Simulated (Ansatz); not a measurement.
Species: carbon diselenide, CSe₂ (charge 0, singlet). 
Structure (B3LYP-D3(BJ)/def2-TZVP (Ansatz, a quantum-chemistry and plane-wave program) minimum search):
```xyz
3

Se     0.0000     0.0000    -1.6965
C      0.0000     0.0000     0.0000
Se     0.0000     0.0000     1.6965
```
Charge 0, spin multiplicity 1.

Basis-set convergence of Hartree-Fock and CCSD(T) correlation energies (hartree) with Ansatz. Correlated levels leave the core frozen unless marked. Spin-orbit coupling is left out. Frozen are the shells of the preceding noble gas and the d and f shells that filled before the atom's block. Non-relativistic.

```
basis    functions        E(HF)  E(corr, CCSD(T))  rough core time
-------  ---------  -----------  ----------------  ---------------
cc-pVDZ         68  -4837.46281          -0.39831       under 20 s
cc-pVTZ        116  -4837.62246          -0.49965       under 20 s
cc-pVQZ        191  -4837.63090          -0.53252             22 s
```

Extrapolating the two largest sets (X = 3 and 4) as X^-3: E(corr) = (64·(-0.53252) - 27·(-0.49965))/37 = -0.5565 Eh, an estimate of the basis-set limit. The largest set recovers 95.7 % of it, the smallest 71.6 %.
